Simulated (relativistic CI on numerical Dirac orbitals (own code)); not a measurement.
## Lu11+: q coefficients and field-shift factors

These numbers are calculated, not measured: Dirac-Coulomb-Breit CI, orbitals from a KLI potential per configuration, derivatives by finite differences, unscaled Slater integrals, QED left out (own radial code, finite nucleus).

CI space (outside the closed core [Kr] 4d10): 4f12.5s2, 4f11.5s2.5p, 4f12.5s.5p, 4f14, 4f13.5s, 4f13.5p, 4f12.5s.5f. Double excitations out of closed p, d and f shells are left out; levels of such configurations are missing from the list, as are those of other unlisted configurations, and high levels can miss mixing partners.

With x = (α/α₀)² − 1 an excitation energy changes as ω = ω₀ + qx; K = 2q/ω₀ is the relative enhancement. Terms are leading LS components, so labels can repeat. The field-shift factor is F = δν/δ⟨r²⟩ for the transition from the lowest level.

Lowest level 4f11.5s2.5p 5H_7.

```tsv
Level	ω₀ (cm⁻¹)	q (cm⁻¹)	K	F (GHz/fm²)
4f11.5s2.5p 3K_8	5891.5	-182	-0.0618	0.102
4f11.5s2.5p 5H_6	12770.4	10420	1.63	0.554
4f11.5s2.5p 5K_7	14873.9	9408	1.27	0.634
4f11.5s2.5p 5I_5	18816.0	9109	0.968	0.72
4f11.5s2.5p 5K_6	20522.7	11980	1.17	0.568
4f11.5s2.5p 3F_4	22152.8	384.1	0.0347	0.41
4f11.5s2.5p 5K_5	23473.8	8140	0.694	0.665
4f11.5s2.5p 3G_5	28285.6	5922	0.419	0.439
4f11.5s2.5p 3H_4	28335.5	10810	0.763	0.838
4f11.5s2.5p 5P_1	31324.6	3584	0.229	0.679
4f11.5s2.5p 3G_5	32981.1	10060	0.61	0.56
4f11.5s2.5p 5F_3	34178.3	10200	0.597	0.927
4f11.5s2.5p 3H_6	34188.6	8116	0.475	0.832
4f11.5s2.5p 5P_2	34396.4	2175	0.126	0.519
4f11.5s2.5p 5F_2	36644.9	9804	0.535	0.935
4f11.5s2.5p 3D_1	37818.2	8967	0.474	0.775
4f11.5s2.5p 5G_4	38284.3	13730	0.717	0.924
4f11.5s2.5p 5F_5	40405.7	13320	0.659	1.2
4f11.5s2.5p 5F_4	42010.5	11440	0.545	0.934
4f11.5s2.5p 5G_2	42377.9	12040	0.568	0.757
4f11.5s2.5p 5G_3	42478.8	10620	0.5	0.819
4f11.5s2.5p 3I_7	45468.2	9535	0.419	0.724
4f11.5s2.5p 3L_8	46371.4	6416	0.277	1.1
```

At this charge energies of transitions that change n are usually good to better than 1 %, and those within a shell (Δn = 0) to a few per cent. Terms inside the open d or f shell come out 10 to 20 % too wide with unscaled integrals. Levels and lines within the n = 5 or 6 shells can be off by up to 10 % or somewhat more, and those that change n by about 2 %, since core polarisation is missing. The computed lowest level isn't the tabulated ground level, which NIST ASD gives as 4f12 5s2 3H6.
